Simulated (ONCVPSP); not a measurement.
## Pseudopotential generation for Rh (Z = 45): ONCV, PBE, scalar-relativistic.

```
Element                 : rhodium (Rh)
Generator               : ONCVPSP 4.0.1
Type                    : optimised norm-conserving Vanderbilt (ONCV)
Functional              : PBE
Relativity              : scalar-relativistic
Frozen core             : [Kr]
Valence charge          : 9
Reference configuration : 4d8 5s0.5 5p0.5
Partial waves           : 5s: rc 2.80 bohr, ncon 5, nbas 9, qcut 1.9 1/bohr, 2 projectors, debl 2.9 Ha; 5p: rc 3.20 bohr, ncon 4, nbas 7, qcut 2.8 1/bohr, 2 projectors, debl 4 Ha; 4d: rc 1.70 bohr, ncon 5, nbas 9, qcut 10.9 1/bohr, 1 projector; f scattering state at 0.35 Ha: rc 3.20 bohr, ncon 4, nbas 8, qcut 4 1/bohr, 1 projector
Local potential         : polynomial inside 1.30 bohr (lpopt 2, dvloc0 3 Ha)
Core correction         : none
```

Poles of the logarithmic derivatives, all-electron (AE) and pseudo (PS). s: poles at 0.6, 4.3 (AE) and 0.6, 4.5 (PS) Ha. p: poles at 0.7, 3.5 (AE) and 0.7, 3.4, 4.5 (PS) Ha. d: poles at 0.7 (AE) and 0.7 (PS) Ha. f: poles at 1.2, 2.8 (AE) and 1.3, 3.5 (PS) Ha. Test radii: s 2.85, p 3.25, d 1.72, f 3.25 bohr.

- Cutoffs needed: 28 Ha and 33 Ha (the cutoffs (Ha) at which the residual kinetic energy of the hardest occupied pseudo-wave falls to 1 and 0.1 mHa per electron)
- Ghost test: no bound ghost flagged; GHOST(+) flagged for s at 72.7 eV, p at 120.8 eV
- Configuration tests: 1 of 4 tests not solved or not reliable
